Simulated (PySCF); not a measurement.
# [Au(CH3)2]− at several levels of theory

Computed with PySCF 2.14.0 (density fitting, no spin-orbit coupling) at the geometry relaxed with B3LYP:

```xyz
9
[Au(CH3)2]− (singlet)
Au    0.0000    0.0000    0.0000
C     0.0000    0.0000    2.1286
H    -0.8872   -0.5122    2.5562
H     0.8872   -0.5122    2.5562
H     0.0000    1.0245    2.5562
C     0.0000    0.0000   -2.1286
H    -0.8872    0.5122   -2.5562
H     0.8872    0.5122   -2.5562
H     0.0000   -1.0245   -2.5562
```

```json
{"level": "B3LYP", "basis": "Au def2-SVP with ECP60, C def2-SVP, H def2-SVP", "state": "singlet", "HOMO (eV)": "-0.83", "gap (eV)": "6.06", "charge on Au1 (e)": "-0.25", "dipole about the centre of mass (D)": "0.00", "largest force component (eV/Å)": "0.01"}
{"level": "BP86", "basis": "the same", "state": "singlet", "HOMO (eV)": "-0.07", "gap (eV)": "4.91", "charge on Au1 (e)": "-0.29", "dipole about the centre of mass (D)": "0.00", "largest force component (eV/Å)": "0.37"}
{"level": "PBE", "basis": "the same", "state": "singlet", "HOMO (eV)": "0.04", "gap (eV)": "4.84", "charge on Au1 (e)": "-0.30", "dipole about the centre of mass (D)": "0.00", "largest force component (eV/Å)": "0.38"}
{"level": "BLYP", "basis": "the same", "state": "singlet", "HOMO (eV)": "0.23", "gap (eV)": "4.67", "charge on Au1 (e)": "-0.33", "dipole about the centre of mass (D)": "0.00", "largest force component (eV/Å)": "0.22"}
{"level": "B3LYP", "basis": "Au def2-TZVP with ECP60, C def2-TZVP, H def2-TZVP", "state": "singlet", "HOMO (eV)": "-1.07", "gap (eV)": "5.82", "charge on Au1 (e)": "-0.09", "dipole about the centre of mass (D)": "0.00", "largest force component (eV/Å)": "0.38"}
{"level": "B3LYP", "basis": "Au x2c-SVPall, C x2c-SVPall, H x2c-SVPall", "state": "singlet", "HOMO (eV)": "-0.91", "gap (eV)": "6.76", "charge on Au1 (e)": "-0.46", "dipole about the centre of mass (D)": "0.00", "largest force component (eV/Å)": "0.04"}
```

Charges are Mulliken's, which hang on the basis. The relaxation used the grid (50, 194), these runs (75, 302) or, all-electron (x2c bases, spin-free X2C Hamiltonian), (99, 590).

**Question.** What does CAM-B3LYP with Au def2-SVP with ECP60, C def2-SVP, H def2-SVP give here?

**Answer.** state singlet, HOMO (eV) -2.34, gap (eV) 8.50, charge on Au1 (e) -0.22, dipole about the centre of mass (D) 0.00, largest force component (eV/Å) 0.13. Time: 5.3 s on 2 threads of Arm Neoverse V2 (shared host), from an already converged density.

In the first row's basis the gap widens with exact exchange: 4.7 to 4.9 eV for BLYP, PBE, BP86 (none); 6.1 eV for B3LYP (a fixed share); 8.5 eV for CAM-B3LYP (rising or full at long range).

No frequency check is given that shows the relaxed geometry to be a minimum.

The highest filled level of some runs lies above zero, as often for anions with such functionals and bases.
